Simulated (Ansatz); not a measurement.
Species: 1-ethenoxy-1-fluoroethene, C$_{4}$H$_{5}$FO, charge 0, multiplicity 1. 
Geometry from a B3LYP-D3(BJ)/def2-TZVP (Ansatz, a quantum-chemistry and plane-wave program) optimisation:
SMILES: C=COC(F)=C
```xyz
11

C     -1.9250     0.3642    -0.4720
C     -1.3838    -0.7294     0.0369
O     -0.0392    -0.9646     0.2535
C      0.8419     0.0378     0.0659
C      1.8124     0.0425    -0.8272
F      0.6784     1.0354     0.9504
H     -1.3442     1.2285    -0.7607
H     -2.9957     0.4035    -0.6044
H     -1.9487    -1.5999     0.3367
H      2.5279     0.8489    -0.8492
H      1.8960    -0.7735    -1.5263
```

Quantity: vertical triplet-singlet gap (E(triplet) - E(singlet); each state is the SCF solution reached for its spin), in kJ/mol. Valence correlation only, unless marked. Open shells are spin-unrestricted. Spin-orbit coupling is left out. No relativistic terms. 

| level | program | vertical triplet-singlet gap (kJ/mol) |
|---|---|---|
| HF/aug-cc-pVDZ | Ansatz | 349.2 |
| HF/aug-cc-pVTZ | Ansatz | 347.0 |
| SVWN5/def2-TZVPD | Ansatz | 446.7 |
| PBE/def2-TZVPD | Ansatz | 423.9 |
| r2SCAN/def2-TZVPD | Ansatz | 404.0 |
| B3LYP/def2-TZVPD | Ansatz | 426.3 |
| PBE0/def2-TZVPD | Ansatz | 416.0 |
| BHLYP/def2-TZVPD | Ansatz | 412.6 |
| CAM-B3LYP/def2-TZVPD | Ansatz | 424.1 |
| wB97M-V/def2-TZVPD | Ansatz | 442.9 |
| wB97X-V/def2-TZVPD | Ansatz | 438.9 |
| B2PLYP/def2-TZVPD | Ansatz | 437.7 |
| MP2/aug-cc-pVDZ | Ansatz | 462.0 |
| RI-MP2/aug-cc-pVTZ | Ansatz | 462.9 |
| SCS-MP2/aug-cc-pVDZ | Ansatz | 465.0 |
| CCSD/aug-cc-pVDZ | Ansatz | 437.6 |
| CCSD(T)/aug-cc-pVDZ | Ansatz | 447.1 |
